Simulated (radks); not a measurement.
These are the eigenvalues of the occupied orbitals of an atom or ion with whole-number occupations (eV). Method: scalar-relativistic Kohn-Sham, r2SCAN, spin-polarised, spherical densities, finite nucleus; meta-GGA in the generalised Kohn-Sham scheme; Fermi nuclear charge, rms radius of each element as measured or else 0.836 A^(1/3) + 0.57 fm; computed with a radial shooting solver on a logarithmic mesh with Libxc functionals.

1s up: -27405.05
1s down: -27405.04
2s up: -4777.573
2s down: -4767.433
2p up: -4370.574
2p down: -4363.067
3s up: -1480.669
3s down: -1470.025
3p up: -1346.204
3p down: -1334.927
3d up: -1146.900
3d down: -1132.921

Which element is it, and in what charge state? The configuration may be excited. Open shells, if any, are filled with parallel spins first.

Answer. Z = 48, cadmium, charge +23: Cd23+ in [Ar] 3d7. The list shows which subshells hold electrons but not how many an open one holds; the 1s level, -1007.1 hartree, gives Z - s = 44.9 by -(Z - s)^2/2, which with screening and relativity narrows Z to a few neighbours, and the depths of the outer levels then fix element, charge and occupations together.
